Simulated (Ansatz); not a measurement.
Input for Ansatz (a quantum-chemistry and plane-wave program): R-PBE/def2-TZVPP on HISn (SMILES [SnH][I]), a point of a bond scan (R = 1.783 Å). Elements past Kr take the def2 small-core potentials; no spin–orbit coupling.

Ansatz 0.2 input:
```yaml
crystal:
  periodic: [false, false, false]
  atoms:
    - {symbol: Sn, position_ang: [0.45232825, 0.91499533, 0.96539677]}
    - {symbol: H, position_ang: [0.73028803, 2.17687253, -0.26340839]}
    - {symbol: I, position_ang: [-0.44050378, -0.90427621, -0.90578170]}
basis:
  gaussian:
    orbitals: def2-TZVPP
    pivot_positions_ang: [[0.45232825, 0.91499533, 0.96539677], [0.73028803, 2.17687253, -0.26340839], [-0.44050378, -0.90427621, -0.90578170]]
hamiltonian:
  xc: {name: PBE}
scf: {lower_state_search: off}
output: {orbitals: {seedname: ./end}}
```

The head of its log:

```
WARN ansatz: RAYON_NUM_THREADS=1 ignored (pool sized by the plan → 1); use --threads N
Functional definition: PBE
these checks for a lower state are left out or cut short: stability, starts, cluster_reference, orbital_swaps, neighbouring_geometries, increment
integrals: 0.04 GiB planned
814 factors; their error is unknown
mean field: 0.28 GiB planned
mean field evaluation 1: about -13948.5398 eV, gradient 1.5e1 eV
mean field evaluation 2: about -13947.0803 eV, gradient 2.6e1 eV
```

### Question
What total energy does the run end on?

### Answer
-512.6317 hartree.
